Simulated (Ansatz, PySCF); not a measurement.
B(F)(H)(OAc) (C₂H₄BFO₂), SMILES CC(=O)OBF. Atoms are numbered in the order given.

```xyz
10

B      1.1675     0.0314     1.1939
F      0.2499     0.3317     2.0936
H      2.3105    -0.1323     1.5239
O      0.8569    -0.0369    -0.1342
C     -0.4079    -0.1642    -0.6795
C     -0.4831     0.5060    -2.0221
O     -1.2799    -0.7729    -0.1345
H     -1.4747     0.3493    -2.4621
H      0.2987     0.1006    -2.6824
H     -0.2829     1.5831    -1.9093
```
Charge 0, spin multiplicity 1.

The structure is a stationary point at B3LYP-D3(BJ)/def2-SVP. This is a generated structure with no PubChem entry under its InChIKey; it may be hypothetical. The values are those of a single conformer.

Two levels are set side by side: PBE-D3(BJ)/def2-SVP (Ansatz, an electronic-structure program) and B3LYP-D3(BJ)/def2-SVP (Ansatz). Each level has its own optimised geometry; the coordinates shown are those of the second. Frequencies come from the Hessian of PySCF at each geometry. Differences are taken from unrounded values.

```csv
quantity,B3LYP-D3(BJ)
mean bond length (Å),1.252
bond B1–F2 (Å),1.320
bond B1–O4 (Å),1.366
bond O4–C5 (Å),1.383
bond C5–C6 (Å),1.503
bond C5–O7 (Å),1.195
bond B1–H3 (Å),1.201
bond C6–H8 (Å),1.096
bond C6–H9 (Å),1.101
bond C6–H10 (Å),1.101
highest harmonic wavenumber (cm⁻¹),3182
mean harmonic wavenumber (cm⁻¹),1234
zero-point energy (kcal/mol),42.32
```

### Question
What does PBE-D3(BJ) give, and how far is it from B3LYP-D3(BJ)? (The exact figures need the calculation; the answer reports its results.)

### Answer

```
quantity                            PBE-D3(BJ)  PBE-D3(BJ) minus B3LYP-D3(BJ)
----------------------------------  ----------  -----------------------------
mean bond length (Å)                     1.260                          0.008
bond B1–F2 (Å)                           1.328                          0.009
bond B1–O4 (Å)                           1.374                          0.008
bond O4–C5 (Å)                           1.397                          0.013
bond C5–C6 (Å)                           1.504                          0.002
bond C5–O7 (Å)                           1.204                          0.009
bond B1–H3 (Å)                           1.212                          0.011
bond C6–H8 (Å)                           1.103                          0.007
bond C6–H9 (Å)                           1.108                          0.007
bond C6–H10 (Å)                          1.109                          0.007
highest harmonic wavenumber (cm⁻¹)        3129                            -53
mean harmonic wavenumber (cm⁻¹)           1198                            -36
zero-point energy (kcal/mol)             41.10                          -1.23
```

GGA bonds tend to be longer and softer than those of functionals with exact exchange. Differences between two approximate levels are no errors against the true value.
